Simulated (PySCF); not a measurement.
# Removing the step error of a finite difference

System: HBCl2 (SMILES ClBCl), singlet, at a GFN2-xTB geometry. Level: PySCF with PBE0/def2-SVP, polarisability. Sums are taken with unrounded values, so a last digit can differ.

Second differences of the energy in a field along z gave a polarisability along z of 23.186 bohr³ at step 0.005 and 23.211 bohr³ at step 0.02 (atomic units).

### Question
Extrapolate to zero step.

### Answer
The leading error of a symmetric difference goes as h², so A(h) = A0 + c h². Then c = (23.211 - (23.186))/(0.02² - 0.005²) = 64.3 (atomic units) and A0 = 23.186 - c × 0.005² = 23.185 bohr³. The analytic value from the same program and level is 23.185 bohr³: the smaller step missed it by 0.002, the extrapolation by 0.000.
